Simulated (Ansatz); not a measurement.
System: SiBr, charge 1, singlet. SiBr+ (parent SMILES [Si]Br, singlet).
B3LYP-D3(BJ)/def2-TZVP minimum from Ansatz (an electronic-structure program):
```xyz
2

Si     0.0000     0.0000    -1.5160
Br     0.0000     0.0000     0.6064
```
Charge +1, spin multiplicity 1.

Total energies in def2-QZVPP, 10 correlated electrons, 19 frozen orbitals. Radicals and triplets start from unrestricted determinants; spin-orbit coupling is neglected. Correlated methods leave the cores frozen (noble-gas shells, and filled d and f shells in the p block). No relativity. Spin-orbit terms, left out, reach several kcal/mol for Br and I, and more for heavier atoms. The spin of BrSi+ (parent SMILES [Si]Br, singlet) was assumed, and the state is the lowest solution found for it.

```json
[
 {"method": "HF", "program": "Ansatz", "energy (Eh)": "-2861.14333", "minus CCSDT(Q) (mEh)": "291.65"},
 {"method": "MP2", "program": "Ansatz", "energy (Eh)": "-2861.39623", "minus CCSDT(Q) (mEh)": "38.75"},
 {"method": "CCSD", "program": "Ansatz", "energy (Eh)": "-2861.41866", "minus CCSDT(Q) (mEh)": "16.32"},
 {"method": "CCSD(T)", "program": "Ansatz", "energy (Eh)": "-2861.43318", "minus CCSDT(Q) (mEh)": "1.80"},
 {"method": "CCSDT(Q)", "program": "Ansatz", "energy (Eh)": "-2861.43498", "minus CCSDT(Q) (mEh)": "0.00"}
]
```

Rough core times of Ansatz's runs on a shared machine: CCSD(T) 20 s, CCSDT(Q) 10 min.
